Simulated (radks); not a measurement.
Results of a calculation; reference values are marked as such.
Question: Neutral samarium is in [Xe] 4f6 6s2. Level of theory: scalar-relativistic Kohn-Sham, LDA (Slater exchange, Perdew-Wang correlation), spin-polarised, spherical densities, finite nucleus; Fermi nuclear charge, rms radius of each element as measured or else 0.836 A^(1/3) + 0.57 fm (a radial shooting solver on a logarithmic mesh with Libxc functionals). Open shells are filled with parallel spins first. One electron is removed from 6s, 5s, 5p, 4f in turn, with full relaxation. Which removal costs least, and what does each cost?

Answer: 6s 5.780 eV; 4f 10.682 eV; 5p 26.830 eV; 5s 46.971 eV. The 6s electron leaves first.
